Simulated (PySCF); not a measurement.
GeO2, SMILES [O]=[Ge]=[O]. Geometry optimised at PBE-D3(BJ)/def2-TZVP.

The numbers are results of PBE-D3(BJ)/def2-TZVP run with PySCF, not measurements.

Harmonic wavenumbers (cm⁻¹): 200, 200, 863, 1044. Rotational constants (GHz): 5.898 (linear); symmetry number 2.

Q: Work out the zero-point energy and the ideal-gas rigid-rotor harmonic-oscillator thermochemistry at 298.15 K and 1 atm.

A: ZPE = ½ Σ hcν = ½ × 2306 cm⁻¹ = 3.30 kcal/mol. H − E(el) = 6.13 kcal/mol. Entropy in cal/(mol K): translation 39.85, rotation 14.44, vibration 4.52, total 58.81. G − E(el) = -11.40 kcal/mol. Cp = 11.52 cal/(mol K).
